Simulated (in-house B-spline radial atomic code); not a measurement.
# Sc+: [Ar] (3d3/2)1 4s1 (an excited or competing configuration)

Method: Dirac-Hartree-Fock, average of the jj configuration, Fermi nucleus of rms radius 3.5459 fm. Calculated with a radial B-spline atomic code at the basis-set limit.

Z_r = [3n² - l(l+1)]/(2<r>); Z_e = n√(-2ε); the last column is Slater's effective charge. Values are occupation-weighted means over j.

```csv
shell,electrons,ε (eV),<r> (bohr),Z_r,Z_e,Slater
1s,2,-4548.1,0.07297,20.56,18.28,20.70
2s,2,-531.08,0.3405,17.62,12.50,16.85
2p,6,-433.72,0.3061,16.33,11.29,16.85
3s,2,-77.295,1.074,12.57,7.15,9.75
3p,6,-49.689,1.171,10.68,5.73,9.75
3d,1,-16.093,1.622,6.47,3.26,3.00
4s,1,-12.129,3.497,6.86,3.78,3.35
```

The least bound orbital is 4s1/2 at -12.13 eV, and it is also the most diffuse (<r> = 3.497 bohr).

For the 1s electron the small component carries 0.565 % of the norm, the zero-frequency Breit interaction raises the level by 4.217 eV, self-energy by 1.975 eV, and vacuum polarisation lowers it by 0.1497 eV.
